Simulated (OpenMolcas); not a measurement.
## A ladder of methods for C2H7Ga (SMILES [CH3][GaH][CH3])

The species is C2H7Ga (10 atoms), meant as a singlet with charge 0. As SMILES, `[CH3][GaH][CH3]`. The coordinates come from a PBE0-D4/def2-TZVP relaxation.

```xyz
10

C    -1.0634    1.1428   -0.7118
Ga    0.6490    0.2661   -0.2813
C     0.6815   -1.3215    0.8869
H    -1.5337    0.6142   -1.5482
H    -0.9354    2.1838   -1.0115
H    -1.7597    1.0952    0.1286
H     1.9973    0.8365   -0.8726
H     0.6877   -0.9940    1.9323
H     1.5693   -1.9359    0.7305
H    -0.2096   -1.9383    0.7501
```

Each level gives the energy change with the C1–H4 bond stretched from 1.096 to 1.643 Å (eV). The values are calculated.

```
                        level                   kind     program  value (eV)  less CCSD(T)/def2-SVP
     HF/def2-SVP (restricted)           Hartree–Fock  OpenMolcas        2.18                  +0.26
  M06-L/def2-SVP (restricted)               meta-GGA  OpenMolcas        2.01                  +0.09
   TPSS/def2-SVP (restricted)               meta-GGA  OpenMolcas        1.86                  -0.06
  B3LYP/def2-SVP (restricted)          global hybrid  OpenMolcas        1.91                  -0.01
   PBE0/def2-SVP (restricted)          global hybrid  OpenMolcas        1.99                  +0.07
 B2PLYP/def2-SVP (restricted)          double hybrid  OpenMolcas        1.98                  +0.06
    MP2/def2-SVP (restricted)    perturbation theory  OpenMolcas        2.07                  +0.15
CCSD(T)/def2-SVP (restricted)  coupled cluster or CI  OpenMolcas        1.92                   0.00
```

CCSD(T)/def2-SVP (restricted) is the highest level here, not the true value. All-electron rows without a relativistic Hamiltonian named are non-relativistic. The first shape isn't each level's own minimum. The values span 1.86 to 2.18 eV. In the correlated wave-function rows the outer d shell of Ga is correlated, in sets not made for it.
